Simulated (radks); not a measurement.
Results of a calculation; reference values are marked as such.
Rb, configuration [Kr] 5s1 (the NIST ground configuration). Code: a radial shooting solver on a logarithmic mesh with Libxc functionals. Model: Dirac Kohn-Sham, LDA (Slater exchange, Perdew-Wang correlation), spin-unpolarised, spherical densities, finite nucleus; Fermi nuclear charge, rms radius 4.2036 fm.

Unscreened Slater integrals over Kohn-Sham orbitals (eV). Large and small components are both included.

F0(5s1/2,5s1/2): 4.8026
F0(5s1/2,4p3/2): 6.1569
G1(5s1/2,4p3/2): 0.40703
F0(5s1/2,4p1/2): 6.1685
G1(5s1/2,4p1/2): 0.38072
F0(5s1/2,4s1/2): 6.2385
G0(5s1/2,4s1/2): 0.21333
F0(4p3/2,4p3/2): 14.129
F2(4p3/2,4p3/2): 7.3147
F0(4p3/2,4p1/2): 14.293
G2(4p3/2,4p1/2): 7.3930
F0(4p3/2,4s1/2): 15.313
G1(4p3/2,4s1/2): 10.082
F0(4p1/2,4p1/2): 14.463
F0(4p1/2,4s1/2): 15.526
G1(4p1/2,4s1/2): 10.343
F0(4s1/2,4s1/2): 16.874
